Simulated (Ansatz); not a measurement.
Species: HAlBr2S, SMILES `[SH][Al]([Br])[Br]` (H–S–Al–Br torsion 0°) (charge 0, multiplicity 1).

Task: Give a relaxed geometry from B3LYP-D3(BJ)/def2-TZVP (Ansatz, a first-principles code).

Result: This is not unique; one that fits is the end point of this relaxation, one of several conformers (outside a Z-matrix the atoms follow the SMILES, hydrogens last).
Z-matrix (Å, degrees):
```
Al
S 1 2.1674
H 2 1.3457 1 93.05
Br 1 2.2441 2 118.39 3 179.99
Br 1 2.2483 2 121.21 3 -0.01
```
